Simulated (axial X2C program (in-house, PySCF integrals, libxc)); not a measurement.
## Spin–orbit effects down a group: molecules with S (ions), PBE0

All values come from calculations with an in-house relativistic program for diatomic molecules, spin-free (one-electron X2C) or two-component (2c: spin–orbit coupling with atomic mean-field Coulomb and Gaunt terms, which also bring small scalar terms), in Dyall basis sets with cores contracted in-house; open shells are unrestricted.

Basis sets: As dyall-acv3z, Bi dyall-acv3z, N dyall-av3z, P dyall-av3z, S dyall-av3z, Sb dyall-acv3z.

```tsv
molecule	spin-free state	Re (Å)	ωe (cm⁻¹)	De (eV)	2c state	Re 2c (Å)	ωe 2c (cm⁻¹)	De 2c (eV)
SN⁻	M_S = 1, Λ = 0	1.589	960.8	4.12	Ω = 1	1.589	960.5	4.12
PS⁻	M_S = 1, Λ = 0	2.004	619.7	4.02	Ω = 1	2.004	619.5	4.02
AsS⁻	M_S = 1, Λ = 0	2.117	483.3	3.61	Ω = 1	2.118	482.8	3.59
SbS⁻	M_S = 1, Λ = 0	2.305	423.3	3.38	Ω = 1	2.307	421.4	3.32
BiS⁻	M_S = 1, Λ = 0	2.393	381.8	3.03	Ω = 0	2.425	357.1	2.73
```

Task: Work out the shifts from the spin-free to the two-component result.

Result: 

| molecule | 2c state | ΔRe (Å) | Δωe (cm⁻¹) | ΔDe (eV) |
| --- | --- | --- | --- | --- |
| SN⁻ | Ω = 1 | 0.000 | -0.3 | 0.00 |
| PS⁻ | Ω = 1 | 0.000 | -0.2 | 0.00 |
| AsS⁻ | Ω = 1 | 0.001 | -0.5 | -0.02 |
| SbS⁻ | Ω = 1 | 0.002 | -1.9 | -0.06 |
| BiS⁻ | Ω = 0 | 0.032 | -24.7 | -0.30 |

Shifts of one unit in the last digit are rounding.

Fragments in 2c: S- + N, S- + P, As + S-, Sb + S-, Bi + S-. Each entry is the lowest single determinant of a limited PBE0 search at one distance. De goes to single-determinant-based atoms at the same level (for ions the charge split of lowest energy) and is withheld (n/a) where an atom does not fit its ground term or J level. Main or longest-lived isotopes. One determinant is a doubtful description, or other states lie close, for SN⁻, PS⁻, AsS⁻, SbS⁻, BiS⁻; these need not be ground states, and all values refer to the states named. Some open-shell Ω = 0 determinants are out of reach, so the Ω given for SN⁻, PS⁻, AsS⁻, SbS⁻ need not be the lowest component. With several unpaired electrons the Ω given is that of one determinant, not necessarily of the lowest component. Some light 2c atoms are not at their ground J level, so De misses part of their lowering (0.04 eV or less). The functionals have no current term, which raises determinants with orbital currents.
